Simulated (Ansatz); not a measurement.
Two isomers of C4H8AlN: A = `C=C(C)[C](=N)[AlH2]`, B = `C#[C][Al]([CH3])[NH]C`.

Gas-phase electronic energies from Ansatz, PBE0-D4/def2-TZVP geometries. CBS: MP2 limit from def2 TZ/QZ plus the TZ coupled-cluster correction, frozen cores. Functionals use def2-TZVPP. B3LYP here is the variant with VWN-RPA as its local correlation; programs differ in this. One conformer a species, not always the lowest.

Problem. Which isomer does CCSD(T)/CBS put lower? Give the gap. (Best estimate.)

Solution. The calculation gave: B, by 155.8 kJ/mol.

Problem. Give E(B) − E(A) in kJ/mol with CCSD(T)/def2-TZVPP, B2PLYP, B3LYP-D4, PBE-D4, PBE0-D4, MP2/def2-TZVPP, ωB97M-V. (Estimate.)

Solution. Computed: CCSD(T)/def2-TZVPP -151.0, B2PLYP -158.5, B3LYP-D4 -142.3, PBE-D4 -126.2, PBE0-D4 -134.3, MP2/def2-TZVPP -166.3, ωB97M-V -149.2. None reverses the order clearly.

Largest T1 diagnostic: 0.012.

The D4 term adds +9.2 kJ/mol with B3LYP and +4.6 kJ/mol with PBE0; it sums over pairs of atoms, weighted by their polarisabilities, and B3LYP, whose exchange is more repulsive, gets the larger term. From PBE to PBE0 (25 % exact exchange), in def2-TZVPP and without D4, E(B) − E(A) moves by −7.1 kJ/mol.
